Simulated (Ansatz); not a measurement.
Total energies of `OC[SiH2][SiH2]O`.

```xyz
13

O     1.169    0.279   -2.533
C     0.947   -0.267   -1.244
Si   -0.658    0.444   -0.535
Si   -0.987   -0.366    1.645
O     0.223    0.115    2.670
H     1.981   -0.091   -2.888
H     0.860   -1.363   -1.273
H     1.769   -0.032   -0.552
H    -1.812    0.066   -1.397
H    -0.568    1.931   -0.497
H    -0.950   -1.851    1.676
H    -2.324    0.077    2.142
H     0.348    1.058    2.786
```

The species carries charge 0 and has multiplicity 1. The structure was optimised at the PBE0-D4/def2-TZVP level. It is one conformer, not always the lowest. Basis def2-TZVPP, Ansatz.

RPA on PBE orbitals: Hartree–Fock energy of these orbitals -770.18276 Eh, correlation -1.51776 Eh (frozen core).

```tsv
functional	energy without D4 (Eh)	D4 term (kJ/mol)
PBE0	-772.02326	-22.0
r2SCANh	-772.31195	-7.0
```

(1) Give the same for LDA (SPW92), PBE, revPBE, BLYP, r2SCAN, B97M-V, B3LYP, r2SCAN0, HSE06 (plane-wave form), BHLYP, CAM-B3LYP, LC-ωPBE, ωB97X-V, ωB97M-V, B2PLYP, PBE-QIDH. (Best estimate.)

B3LYP takes the VWN-RPA correlation (the form of Gaussian; ORCA's B3LYP/G). HSE06 is the plane-wave form, built on full-range PBE exchange. The double hybrids freeze the cores in their second-order part.

Results:

(1) Ansatz gave: 
| functional | energy without D4 (Eh) | D4 term (kJ/mol) |
| --- | --- | --- |
| LDA (SPW92) | -768.66920 | – |
| PBE | -771.95612 | -25.7 |
| revPBE | -772.29353 | -74.3 |
| BLYP | -772.41721 | -55.6 |
| r2SCAN | -772.32564 | -6.5 |
| B97M-V | -772.28416 | – |
| B3LYP | -772.52977 | -41.3 |
| r2SCAN0 | -772.29270 | -7.7 |
| HSE06 (plane-wave form) | -772.00047 | -20.6 |
| BHLYP | -772.37979 | -32.6 |
| CAM-B3LYP | -772.42108 | -22.4 |
| LC-ωPBE | -772.19062 | – |
| ωB97X-V | -772.32711 | – |
| ωB97M-V | -772.35746 | – |
| B2PLYP | -772.09949 | – |
| PBE-QIDH | -771.82847 | – |

LC-ωPBE has ω = 0.4 bohr⁻¹.
